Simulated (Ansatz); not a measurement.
Program: Ansatz 0.2.0.

CH₆AsBOSi (`O=CB([SiH3])[AsH2]`) at its PBE0-D4/def2-TZVP geometry, where that method's forces vanish. Total charge 0; spin multiplicity 1.

```csv
atom,x (Å),y (Å),z (Å)
O1,-1.975,1.572,0.111
C2,-1.637,0.471,0.494
B3,-0.296,-0.153,-0.013
Si4,1.436,0.313,0.898
As5,-0.348,-1.510,-1.460
H6,-2.285,-0.087,1.213
H7,2.557,-0.547,0.432
H8,1.734,1.730,0.554
H9,1.324,0.196,2.378
H10,0.880,-1.088,-2.235
H11,-1.389,-0.897,-2.371
```

(1) For each bond, give half the difference of the two atoms' forces along it (eV/Å; positive pushes the atoms apart) under PBE-D4, r2SCAN-D4, B3LYP-D4, ωB97M-V in def2-TZVPP. (An estimate is asked.)

Answers

(1) The calculation gave: 
```
   bond  length (Å)  PBE-D4  r2SCAN-D4  B3LYP-D4  ωB97M-V
  O1–C2       1.213    1.18       0.55      0.35     0.10
  C2–B3       1.564   -0.34      -0.19     -0.14     0.09
  C2–H6       1.117   -0.07      -0.06     -0.11    -0.13
 B3–Si4       2.011   -0.10      -0.01      0.02     0.03
 B3–As5       1.985    0.05       0.04      0.17     0.02
 Si4–H7       1.487    0.09      -0.02     -0.06    -0.10
 Si4–H8       1.489    0.12       0.00     -0.07    -0.13
 Si4–H9       1.489    0.11      -0.01     -0.06    -0.11
As5–H10       1.512    0.19      -0.03      0.03    -0.08
As5–H11       1.513    0.20      -0.02      0.02    -0.10
```

B3LYP here is the variant with VWN-RPA as its local correlation; programs differ in this.
